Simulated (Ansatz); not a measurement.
Ideal-gas functions of CH$_{5}$FSiTe (`FC([SiH3])[TeH]`) at 600 K and 1 bar, from an Ansatz frequency run at PBE0-D4/def2-TZVP.

Molar mass 191.74 g/mol, point group C1 (symmetry number 1), electronic degeneracy 1, moments of inertia 97.885, 342.279, 420.394 u Å². Harmonic wavenumbers (cm⁻¹, unscaled): 117, 156, 191, 250, 277, 457, 584, 625, 700, 801, 911, 930, 942, 1017, 1082, 1298, 2145, 2230, 2239, 2248, 3097.

Use S(trans) = R[1.5 ln M + 2.5 ln T − 1.1517]; rotational temperatures θ = 24.2544 K / I; S(rot) = R[ln(√π/σ · √(T³/θAθBθC)) + 1.5]; for each mode x = 1.438777 ν̃/T, S = R[x/(eˣ − 1) − ln(1 − e⁻ˣ)] and H = RT x/(eˣ − 1); 1 cm⁻¹ = 0.0119627 kJ/mol; R = 8.31446 J/(mol·K).

Q: By hand: the entropy, in J/(mol·K).

A: Translation 188.9. Rotation: θ = 0.2478, 0.0709, 0.0577 K, giving 125.7. Vibration, mode by mode: 18.91, 16.54, 14.88, 12.69, 11.87, 7.96, 6.16, 5.69, 4.92, 4.06, 3.30, 3.18, 3.11, 2.70, 2.39, 1.58, 0.30, 0.25, 0.25, 0.24, 0.04, in all 121.0. Electronic 0.0. Sum 435.6 J/(mol·K).

Q: By hand: H − E and G − E in kJ/mol, counted from the electronic energy.

A: Zero-point energy ½ × 22297 × 0.0119627 = 133.4; thermal vibration 37.8; translation, rotation and pV give 4 RT = 20.0. H − E = 191.2 kJ/mol, and G − E = 191.2 − 600 × 435.6/1000 = -70.2 kJ/mol.

Vibration gives 28 % of the entropy, 18.9 J/(mol·K) of it from the mode under 150 cm⁻¹: soft modes count most, and the harmonic formula is weakest for them. The sum counts one conformer and one mirror image; others add a mixing term.
